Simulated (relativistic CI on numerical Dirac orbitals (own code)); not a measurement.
## Co I: calculation against measurement

Method of calculation: Dirac-Coulomb-Breit CI, KLI orbitals optimised for each configuration, model QED (radiative potential, 1s self-energy scaled to tabulated hydrogen-like ionisation energies), valence Slater integrals scaled by 0.85, P86 correlation energy added to each configuration (own radial code, finite nucleus).

Configuration list (outside the closed core [Ar]): 3d⁷4s², 3d⁸4s, 3d⁷4s4p, 3d⁸4p, 3d⁹, 3d⁷4p², 3d⁷4s4d, 3d⁸4d, 3d⁸5s, 3d⁸5p, 3d⁷4s5s, 3d⁷4s6s, 3d⁷4s5p, 3d⁷4s6p, 3d⁷4s4f, 3d⁷4s5d, 3d⁷4s7s, 3d⁷4s7p, 3d⁷4s5g, 3d⁷4s5f, 3d⁷4s6d, 3d⁷4s7d, 3d⁷4d², 3d⁶4s²4p, 3d⁷4p4d. Levels of other configurations are missing.

```csv
Configuration,Term (tabulated),J,Measured (cm⁻¹),Computed,Error,Purity (%)
3d⁷4s²,a 4F,9/2,0.0,0,0,95
3d⁷4s²,a 4F,7/2,816.0,798,-18,95
3d⁷4s²,a 4F,5/2,1406.9,1378,-29,95
3d⁷4s²,a 4F,3/2,1809.3,1774,-35,95
3d⁸4s,b 4F,9/2,3482.8,12731,9249,98
3d⁸4s,b 4F,7/2,4142.6,13366,9223,97
3d⁸4s,b 4F,5/2,4690.1,13879,9189,97
3d⁸4s,b 4F,3/2,5075.8,14241,9166,98
3d⁸4s,a 2F,7/2,7442.4,17520,10077,96
3d⁸4s,a 2F,5/2,8460.8,18488,10027,96
3d⁷4s²,a 4P,5/2,13795.5,15733,1937,95
3d⁷4s²,a 4P,3/2,14036.2,15944,1908,91
3d⁷4s²,a 4P,1/2,14399.2,16302,1902,93
3d⁸4s,b 4P †,5/2,15184.0,27415,12231,55
3d⁸4s,b 4P †,3/2,15774.0,27390,11616,84
3d⁸4s,b 4P †,1/2,16195.6,27494,11298,97
3d⁷4s4p,z 4G°,11/2,28845.2,25233,-3613,97
3d⁷4s4p,z 2G°,9/2,31699.6,29171,-2529,96
3d⁷4s4p,z 2F°,7/2,31871.1,29906,-1965,73
3d⁸4p,y 4G°,11/2,32430.5,36897,4466,63
3d⁷4s4p,z 2G°,7/2,32733.0,30253,-2480,75
3d⁷4s4p,z 2F°,5/2,32781.7,30748,-2034,83
3d⁸4p,y 2G°,9/2,33439.7,38275,4836,75
3d⁷4s4p,z 2D°,5/2,33462.8,31397,-2066,83
3d⁸4p,y 4G°,5/2,33674.3,38143,4469,55
3d⁸4p,y 2G°,7/2,34133.5,39067,4934,62
3d⁷4s4p,z 2D°,3/2,34352.4,32162,-2190,96
3d⁸4p,y 2F°,7/2,35450.5,39688,4238,75
3d⁸4p,y 2D°,5/2,36092.4,40850,4758,61
3d⁸4p,y 2F°,5/2,36329.8,40292,3962,58
3d⁷4s4p,6P°,7/2,41041.3,37468,-3574,94
3d⁷4s4p,6P°,5/2,41104.9,37603,-3502,94
3d⁷4s4p,6P°,3/2,41247.6,37585,-3663,93
```

Measured levels from NIST Handbook of Basic Atomic Spectroscopic Data (Sansonetti and Martin, J. Phys. Chem. Ref. Data 34, 1559 (2005)); pairs were made by configuration, J and term (by order where the table uses no LS term), so strongly mixed levels may be paired wrongly.

Mean error by configuration (cm⁻¹): 3d⁷4s² 944; 3d⁸4s 9488; 3d⁷4s4p -2761; 3d⁸4p 4523. Over the excited levels the mean absolute error is 4208 cm⁻¹ (32 of the 67 excited levels that our extract of the source holds in range could be paired, and the others can miss by more), and the median relative error of those above 1,000 cm⁻¹ is 13 %. Some levels of the ground configuration have no partner. † marks terms whose computed intervals miss the measured ones by more than a factor of 2.5, or configurations far off the rest, from wrong mixing, a near crossing or a doubtful label or measurement; they are left out of the means.

Transition probabilities of persistent lines. The last column rescales the computed rate by the cube of measured over computed energy:

```
λ measured (Å)          Lower            Upper  A tabulated (s⁻¹)  A computed  A rescaled
   3453.51 air  3d⁸4s b 4F9/2  3d⁸4p y 4G°11/2           1.10e+08    4.84e+07    8.32e+07
   3569.38 air  3d⁸4s a 2F7/2   3d⁸4p y 2F°7/2           1.60e+08    5.69e+07    1.15e+08
```
